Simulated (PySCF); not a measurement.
Geometry (Å), atoms numbered from 1 in this order:
```xyz
15

N     2.3397   -0.0118    0.8535
C     1.0245    0.0662    0.4440
C     0.2232    1.1424    0.8312
C    -1.0679    1.2495    0.3574
C    -1.5892    0.2987   -0.5030
C    -0.7977   -0.7757   -0.8916
O    -1.2604   -1.7447   -1.7330
C     0.5003   -0.8923   -0.4182
H     2.5815    0.5094    1.6802
H     2.7746   -0.9172    0.7844
H     0.6235    1.8892    1.5009
H    -1.6827    2.0835    0.6625
H    -2.6024    0.3866   -0.8712
H    -2.1683   -1.5409   -1.9870
H     1.0968   -1.7348   -0.7320
```

[PySCF 2.14: PBE0/pcSseg-1 with gauge-including orbitals; GFN2-xTB geometry; one conformer; relativity neglected; one averaged value for each set of equivalent atoms; no solvent model]

Scale: $^{13}$C (σref 186.93) and $^{1}$H (σref 31.72) against TMS; NH3 for $^{15}$N (σref 267.73); H2O for $^{17}$O (σref 336.08) (reference shieldings calculated alike).

```
 atoms   nucleus  count  Hirshfeld charge  δ (ppm)
    O7  $^{17}$O      1             -0.19    126.0
    N1  $^{15}$N      1             -0.19     77.3
    C6  $^{13}$C      1              0.07    165.1
H9/H10   $^{1}$H      2              0.13     3.39
   H13   $^{1}$H      1              0.04        ?
    C5  $^{13}$C      1             -0.11        ?
   H12   $^{1}$H      1              0.05     7.19
   H15   $^{1}$H      1              0.04     6.25
    C4  $^{13}$C      1             -0.05    135.7
   H11   $^{1}$H      1              0.04        ?
    C8  $^{13}$C      1             -0.10    102.3
    C3  $^{13}$C      1             -0.09        ?
    C2  $^{13}$C      1              0.05    153.9
   H14   $^{1}$H      1              0.18     4.08
```

Estimate the values marked ?.

Answers


- C3: 108.8 ppm, aromatic CH; it is ortho or para to a lone-pair donor and shielded by resonance
- C5: 106.3 ppm, aromatic CH; π donation from the O or N substituent raises the electron density at positions ortho and para to it
- H11: 6.21 ppm, hydrogen on an aromatic CH; π donation from the O or N substituent shields it against benzene
- H13: 5.96 ppm, hydrogen on an aromatic CH; π donation from the O or N substituent shields it against benzene

The OH or NH signal is concentration- and solvent-dependent in practice; the value given is the gas-phase one. Shifts are as computed. Against solution values, carbons near 30 ppm lie about +3 ppm off and those near 130 ppm about +5 ppm. Of 1211 compounds with measured shifts, 218 miss one by over three times the rms of a fit or turn the order of signals round; such compounds aren't used in these exercises. Experimental scales use liquid or dissolved standards, which lie at an offset from isolated NH3 (liquid NH3: subtract about 20 ppm) and H2O (liquid H2O: subtract about 36 ppm).
